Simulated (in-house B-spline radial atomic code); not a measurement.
Ionising Mn6+ with different functionals

Computed with a B-spline radial code for spherical atoms: four-component Dirac-Coulomb Hamiltonian, Fermi nucleus of rms radius 3.7057 fm, spin-restricted, spherical fractional occupations for the functionals. The ionisation energy is the difference of two self-consistent energies, [Ar] 3d1 → [Ne] 3s2 3p6, without Breit or QED terms; ε is the level of the shell that loses the electron (mean over j). The electron is taken from both j subshells in proportion to 2j + 1, so the result is a j average, not the step between ground levels.

Hybrids are left out here: with spherical fractional occupations of an open shell their exact exchange keeps a self-interaction that integer-occupation calculations don't have.

```
           method  rung  ΔSCF (eV)  -ε(3d) (eV)
         LDA VWN5   LDA     119.39       106.66
 relativistic LDA   LDA     119.41       106.69
         LDA PW92   LDA     119.37       106.65
LDA exchange-only   LDA     117.37       104.68
              PBE   GGA     119.04       106.34
           PBEsol   GGA     119.01       106.30
             BLYP   GGA     119.02       106.30
             RPBE   GGA     118.95       106.25
             PW91   GGA     119.22       106.50
             BP86   GGA     119.12       106.41
             AM05   GGA     119.04       106.33
             OLYP   GGA     119.40       106.69
```

(1) How do they compare with the NIST value?

Answers

(1) NIST lists 119.20 eV ± 0.012 (measured, ground level to ground level). Errors run from -1.83 to +0.21 eV; PW91 is closest (+0.01 eV), but part of that can be cancellation, since the calculations leave out Breit-QED terms, spin polarisation, the choice among j levels, multiplet and fine-structure energies.
